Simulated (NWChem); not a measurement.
Correlation energy of Ge (+1)

```xyz
1

Ge     0.0000     0.0000     0.0000
```
Charge +1, spin multiplicity 2.

The numbers come from NWChem runs, not from measurements.

Basis set: def2-QZVP. Each correlation energy counts from its own Hartree-Fock reference.

The Hamiltonian is non-relativistic. The correlated methods keep 9 core orbitals frozen. The stability of the SCF solutions was not checked. Open-shell Hartree-Fock references start from PBE0 orbitals. Coupled-cluster values serve here as a point of comparison, not as the truth.

**Question.** For the correlation energy, UMP2 gives -217.7 mHa and CCSD on ROHF gives -221.9 mHa. What do CCSD[T] on UHF, CCSD on UHF, CCSD(T) on ROHF give?

**Answer.** CCSD[T] on UHF: -225.4 mHa; CCSD on UHF: -218.1 mHa; CCSD(T) on ROHF: -228.5 mHa.
